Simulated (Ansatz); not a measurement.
CH4BNO can be A, `B1NCO1`, or B, `BOC=N`.

Program: Ansatz. Geometries: PBE0-D4/def2-TZVP. ΔE: electronic, gas phase. CBS: MP2 limit from def2 TZ/QZ plus the TZ coupled-cluster correction, frozen cores. DFT in def2-TZVPP. B3LYP here is the variant with VWN-RPA as its local correlation; programs differ in this. Each species was taken in one conformer, which may not be the lowest.

Question: Which is lower in electronic energy at CCSD(T)/CBS, and by how much? (An estimate is asked.)

Answer: The calculation gave: A, by 76.8 kJ/mol.

Question: Give E(B) − E(A) in kJ/mol with ωB97M-V, B3LYP, B2PLYP, CCSD(T)/def2-TZVPP, BLYP-D4, MP2/def2-TZVPP, HF/def2-TZVPP. (Estimate.)

Answer: Computed: ωB97M-V 78.4, B3LYP 63.7, B2PLYP 67.9, CCSD(T)/def2-TZVPP 72.2, BLYP-D4 54.6, MP2/def2-TZVPP 80.7, HF/def2-TZVPP 53.5. None reverses the order clearly.

Question: Does the order hold for the free energy at 298.15 K (harmonic terms from PBE0-D4)? (An estimate is asked.)

Answer: Ansatz gave: Yes: G(B) − G(A) = +68.5 kJ/mol, for one conformer each.

Largest T1 diagnostic: 0.015.

In def2-TZVPP, CCSD(T) changes the Hartree–Fock value by +18.7 kJ/mol (the triples alone add −0.7 kJ/mol) and MP2 by +27.2 kJ/mol. At CCSD(T), def2-SVP lies −5.7 kJ/mol from the extrapolated value and def2-TZVPP −4.6 kJ/mol.
